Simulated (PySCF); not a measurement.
CH₁₁NOSi₃, SMILES N([SiH2]C[SiH2]O)[SiH3]. Atoms are numbered in the order given.

```xyz
17

O      1.1150    -0.5776     1.5442
Si     2.0856     0.2975     0.5041
C      1.0142     1.0568    -0.8585
Si    -0.2213    -0.1583    -1.5805
N     -1.1690    -0.8471    -0.2473
Si    -2.2531     0.0519     0.8133
H      0.3379    -0.9503     1.0747
H      3.1217    -0.5564    -0.1490
H      2.7766     1.3445     1.3010
H      1.6534     1.4408    -1.6748
H      0.4620     1.9228    -0.4509
H      0.4666    -1.3107    -2.2246
H     -1.0851     0.5016    -2.6038
H     -1.4598    -1.8132    -0.4153
H     -2.3233    -0.6170     2.1387
H     -1.6920     1.4196     0.9477
H     -3.6372     0.1540     0.2673
```

Coordinates come from a TPSSh-D3(BJ)/def2-SVP optimisation. This is a generated structure with no PubChem entry under its InChIKey; it may be hypothetical. The values are those of a single conformer.

These are HF/pcSseg-1 (PySCF) values and carry that method's errors.

GIAO shieldings, no solvent; atoms listed in one row are averaged. δ = σ(ref) − σ: ¹⁷O against H2O (σ = 333.0 ppm); ²⁹Si against TMS (σ = 393.8 ppm); ¹³C against TMS (σ = 192.6 ppm); ¹⁵N against NH3 (σ = 267.3 ppm); ¹H against TMS (σ = 31.99 ppm), references at their B3LYP-D3(BJ)/def2-TZVP geometries, non-relativistic.

Computed chemical shifts:
```tsv
nucleus	atoms	count	δ (ppm)
¹⁷O	O1	1	23.3
²⁹Si	Si2	1	-19.3
²⁹Si	Si4	1	-24.7
²⁹Si	Si6	1	-50.7
¹³C	C3	1	-3.7
¹⁵N	N5	1	1.6
¹H	H7	1	4.94
¹H	H8, H9	2	4.79
¹H	H13	1	4.77
¹H	H12	1	4.61
¹H	H15, H16, H17	3	4.43
¹H	H11	1	0.81
¹H	H14	1	0.00
¹H	H10	1	-0.50
```
